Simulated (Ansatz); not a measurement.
Ge18BH28, a doped nanocrystal cut from the lattice of germanium (B on a surface site), relaxed as a doublet with UKS r2SCAN-D4/def2-SVP in Ansatz, starting from the GFN2-xTB geometry. Force threshold 0.03 eV/Å.

Single mean-field runs in def2-SVP are fitted with def2-universal-jkfit.

Start:

```xyz
47

Ge   -2.4146    0.7071   -3.1928
Ge   -0.6136   -2.5707   -3.0866
Ge   -1.0476    3.7527   -1.1599
B     0.7064    0.3574   -1.0079
Ge    2.0565    3.3913    0.8922
Ge   -1.2000    1.6282    2.1052
Ge    3.9382   -0.0323    1.0017
Ge   -2.5597   -1.4032    0.0796
Ge    0.6758   -1.7832    2.2087
Ge    2.6365   -2.9448   -0.9495
Ge   -2.9985    2.8721   -2.2881
Ge   -1.0164   -0.6097   -1.6699
Ge    0.8784   -4.1739   -2.0636
Ge   -3.2397    0.4255    1.5385
Ge    0.1718    2.0367    0.1017
Ge    1.8089   -0.9392    0.1920
Ge    3.6807    2.0922    2.1270
Ge   -0.1021    0.0539    3.6080
Ge   -1.4194   -2.8874    1.6401
H    -3.6553   -0.0057   -3.7162
H    -1.6608    0.9449   -4.4944
H     0.0184   -2.1287   -4.4004
H    -1.8686   -3.2628   -3.6044
H    -0.1304    4.3432   -2.2242
H    -1.4029    5.0088   -0.3728
H     1.3584    0.6893   -1.9416
H     2.7756    4.0073   -0.3010
H     1.6760    4.6473    1.6663
H    -1.5478    2.9190    2.8652
H     4.8788    0.1832   -0.1775
H     4.7692   -0.9881    1.8487
H    -3.8013   -2.1048   -0.4977
H     1.5596   -2.7312    3.0351
H     3.6574   -2.5415   -2.0050
H     3.4810   -3.8771   -0.0896
H    -3.6553    3.8315   -3.2765
H    -4.1150    2.6957   -1.2674
H     1.3590   -5.2907   -2.9850
H     0.1031   -4.9695   -1.0220
H    -4.3384    1.3048    0.9589
H    -3.9084   -0.1144    2.7972
H     3.1445    1.8414    3.5301
H     4.9853    2.8181    2.4384
H     0.9823    0.6756    4.4779
H    -1.0851   -0.4547    4.6570
H    -1.2537   -4.3135    1.1346
H    -2.2673   -3.1000    2.8893
```

Problem. Estimate the energy that the relaxation releases and the steps that it takes.

Solution. 81.8 kJ/mol, in 22 steps; 98 s on 11 threads of AMD EPYC 7R13 on a shared host and a whole NVIDIA H100 80GB HBM3. No frequencies were taken in this run, so the end may be a saddle point.

Problem. Does the start keep its bonding and symmetry?

Solution. By distances, no bond broke or formed. The bond that changes most is B4–Ge15, from 2.08 to 2.14 Å (atoms count from 1). Point group C3v at the start, Cs at the end, both within 0.05 Å.

Problem. Predict the relaxed structure.

Solution. 
| atom | x (Å) | y (Å) | z (Å) |
| --- | --- | --- | --- |
| Ge1 | -2.559 | 0.619 | -3.154 |
| Ge2 | -0.771 | -2.658 | -3.036 |
| Ge3 | -0.762 | 3.567 | -1.353 |
| B4 | 0.554 | 0.272 | -1.046 |
| Ge5 | 2.064 | 3.331 | 1.016 |
| Ge6 | -1.264 | 1.563 | 2.159 |
| Ge7 | 3.891 | 0.016 | 1.116 |
| Ge8 | -2.661 | -1.453 | 0.155 |
| Ge9 | 0.585 | -1.801 | 2.260 |
| Ge10 | 2.638 | -2.611 | -1.162 |
| Ge11 | -2.870 | 2.868 | -2.312 |
| Ge12 | -1.179 | -0.701 | -1.626 |
| Ge13 | 0.943 | -4.074 | -2.077 |
| Ge14 | -3.326 | 0.456 | 1.503 |
| Ge15 | 0.206 | 1.937 | 0.249 |
| Ge16 | 1.740 | -0.848 | 0.334 |
| Ge17 | 3.695 | 2.106 | 2.321 |
| Ge18 | -0.125 | 0.044 | 3.678 |
| Ge19 | -1.445 | -2.971 | 1.611 |
| H20 | -3.913 | -0.078 | -3.395 |
| H21 | -1.844 | 0.738 | -4.516 |
| H22 | -0.260 | -2.195 | -4.416 |
| H23 | -2.081 | -3.440 | -3.258 |
| H24 | 0.294 | 3.756 | -2.460 |
| H25 | -0.867 | 4.892 | -0.564 |
| H26 | 1.242 | 0.624 | -1.985 |
| H27 | 2.770 | 3.912 | -0.228 |
| H28 | 1.461 | 4.514 | 1.802 |
| H29 | -1.528 | 2.927 | 2.837 |
| H30 | 4.785 | 0.248 | -0.120 |
| H31 | 4.553 | -1.087 | 1.968 |
| H32 | -3.905 | -2.154 | -0.435 |
| H33 | 1.573 | -2.724 | 3.008 |
| H34 | 3.379 | -1.875 | -2.296 |
| H35 | 3.692 | -3.362 | -0.316 |
| H36 | -3.236 | 3.847 | -3.448 |
| H37 | -3.965 | 2.941 | -1.236 |
| H38 | 1.599 | -4.966 | -3.153 |
| H39 | 0.396 | -4.980 | -0.962 |
| H40 | -4.238 | 1.408 | 0.708 |
| H41 | -4.091 | 0.010 | 2.767 |
| H42 | 3.177 | 1.865 | 3.748 |
| H43 | 5.041 | 2.851 | 2.413 |
| H44 | 1.076 | 0.723 | 4.362 |
| H45 | -1.088 | -0.453 | 4.775 |
| H46 | -1.115 | -4.290 | 0.887 |
| H47 | -2.261 | -3.314 | 2.875 |
Bond lengths: 21 × Ge–Ge 2.42 to 2.48 Å; 3 × B–Ge 2.07 to 2.14 Å; 27 × Ge–H 1.54 to 1.55 Å; 1 × B–H 1.22 Å.
